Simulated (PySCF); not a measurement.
# A search over the determinants of CdH

Unrestricted PBE0; Cd def2-SVPD with ECP28, H def2-SVPD; scalar-relativistic core potentials (PySCF 2.14). Outer shells of the fragments: Cd 4d10 5s2; H 1s1.

Followed along the bond (rough minima from three points):

| 2Ms+1 | unpaired | ⟨S²⟩ at the start | R at minimum (Å) | Te (eV) |
| --- | --- | --- | --- | --- |
| 2 | σ ↑ | 0.76 | 1.78 | 0.00 |
| 4 | σ ↑↑, π ↑ | 3.75 | none in the scan | ≤ 5.21 |

Solutions found at the starting distance of 1.720 Å, counted from the lowest of them; the search is not exhaustive and high or unbound solutions are not listed, so other states can lie among these:

```
2Ms+1   unpaired   term  E (eV)  ⟨S²⟩  ⟨Lz²⟩  μ (D)
    2        σ ↑    ²Σ⁺    0.00  0.76   0.00  -0.59
    2        π ↑     ²Π    2.85  0.78   1.00  -1.91
    4  σ ↑↑, π ↑     ⁴Π    5.48  3.75   1.00   1.54
    2  σ ↑↑, π ↓  mixed    6.26  1.75   1.00   1.71
    4      σ ↑↑↑    ⁴Σ⁺    8.38  3.75   0.00   2.05
    4  σ ↑, π ↑↑    ⁴Σ⁻    8.87  3.76   0.00   0.01
```

A term symbol is given only where ⟨S²⟩ and ⟨Lz²⟩ are close to those of a pure state; real π, δ and φ orbitals otherwise mix terms. A positive dipole means Cd(−)H(+).

Spin–orbit coupling is left out. Counting both spins, an empty level lies below a filled one in some of these solutions, because spin and occupation are held.
